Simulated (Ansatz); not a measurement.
A structure relaxed at PBE-D4/def2-SVP in Ansatz, charge 0, singlet:

```xyz
11

Pb   -3.2616   -0.0615    1.6242
Pb   -2.3393    1.4326   -0.9943
Pb    0.2518   -2.8908   -0.7014
Pb    2.0572   -0.0777   -2.5116
Pb    2.1441    2.0600    0.6754
Pb    0.2447   -0.7134    2.7341
Te   -0.9126   -0.7957   -2.4252
Te   -1.7217   -2.6505    1.5484
Te    2.4690   -1.0567    0.5381
Te   -0.8475    1.9523    1.6131
Te    1.9160    2.8016   -2.1007
```

Question: Give its formula.

Answer: the cluster Te5Pb6.

Question: Summarise the bond lengths by kind (pairs closer than 1.2 times the sum of covalent radii, bridged metal pairs left out).

Answer: 16 × Pb–Te 2.88 to 3.23 Å.

In the def2 sets Pb, Te take a core potential; there is no spin–orbit coupling. Another isomer (singlet) lies 0.05 eV lower at PBE0-D4/def2-SVP; other spin states weren't run for this one.
